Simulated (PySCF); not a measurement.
**Basis set benchmark on one molecule**

Molecule: cyclohexanone, C6H10O.

Geometry (Å), atoms numbered from 1 in this order:
```xyz
17

O     2.575    0.486   -0.120
C     1.406    0.304    0.123
C     0.400    1.435    0.179
C    -0.868    1.122   -0.619
C    -1.460   -0.226   -0.223
C    -0.439   -1.345   -0.393
C     0.836   -1.070    0.407
H     0.133    1.574    1.243
H     0.896    2.355   -0.162
H    -1.605    1.928   -0.480
H    -0.623    1.108   -1.695
H    -2.359   -0.438   -0.824
H    -1.793   -0.188    0.830
H    -0.867   -2.314   -0.092
H    -0.180   -1.439   -1.462
H     1.622   -1.815    0.218
H     0.600   -1.102    1.487
```

Geometry PBE0-D3(BJ)/def2-SVP throughout; GIAO in PySCF 2.14.0 with density-fitted response routines, gas phase, one conformer, non-relativistic; equivalent atoms averaged; functional PBE0.

Reference values (measured; solution, THF-d8, 298 K; Fulmer et al., Organometallics 2010, 29, 2176): δ(H8/H9/H16/H17) = 2.24 ppm, δ(H10/H11/H14/H15) = 1.79 ppm, δ(H12/H13) = 1.70 ppm, δ(C2) = 208.8 ppm, δ(C3/C7) = 42.2 ppm, δ(C4/C6) = 27.7 ppm, δ(C5) = 25.8 ppm. Computed shifts are taken against TMS, calculated as an isolated molecule at each level.

**Question.** How do the basis sets STO-3G, pcSseg-0, 6-31G, 6-31G*, cc-pVDZ, def2-SVP, pcSseg-1, 6-311+G(2d,p), aug-cc-pVDZ, def2-TZVP perform against the reference? Times are CPU seconds on shared hosts with different chips, so compare them loosely.

**Answer.** 
```tsv
basis set	functions	H8/H9/H16/H17	H10/H11/H14/H15	H12/H13	C2	C3/C7	C4/C6	C5	mean abs. error H	mean abs. error C	core-s
STO-3G	45	1.96	1.13	1.15	136.6	33.5	28.2	26.2	0.50	20.5	3.9
pcSseg-0	83	2.21	1.83	1.63	224.5	44.6	28.1	26.0	0.05	4.7	7.6
6-31G	83	2.37	1.93	1.76	203.8	41.9	27.9	25.8	0.11	1.4	8.4
6-31G*	118	2.16	1.82	1.70	196.7	39.9	27.1	25.1	0.04	3.9	12
cc-pVDZ	148	2.04	1.66	1.53	203.6	42.6	29.5	27.8	0.17	2.4	17
def2-SVP	148	1.94	1.58	1.46	203.8	40.1	26.8	25.1	0.25	2.2	16
pcSseg-1	169	2.12	1.71	1.55	211.5	44.0	29.5	27.6	0.12	2.0	15
6-311+G(2d,p)	249	2.21	1.76	1.65	211.6	43.7	29.6	27.7	0.04	2.0	37
aug-cc-pVDZ	251	2.30	1.86	1.75	206.5	42.7	29.8	27.8	0.06	1.7	36
def2-TZVP	277	2.20	1.78	1.68	212.9	44.5	30.4	28.6	0.02	3.0	45
```

For ¹H the closest is def2-TZVP (0.02 ppm, with 6-31G*, 6-311+G(2d,p), pcSseg-0 practically level) and the furthest STO-3G (0.50 ppm).

For ¹³C the closest is 6-31G (1.4 ppm) and the furthest STO-3G (20.5 ppm). Where a smaller basis beats a larger one, errors probably cancel. One molecule is a small sample, and vibrational and solvent effects are absent from the calculation.

A small basis that lands close on one nucleus may do so by chance; judge by the trend and by all nuclei.
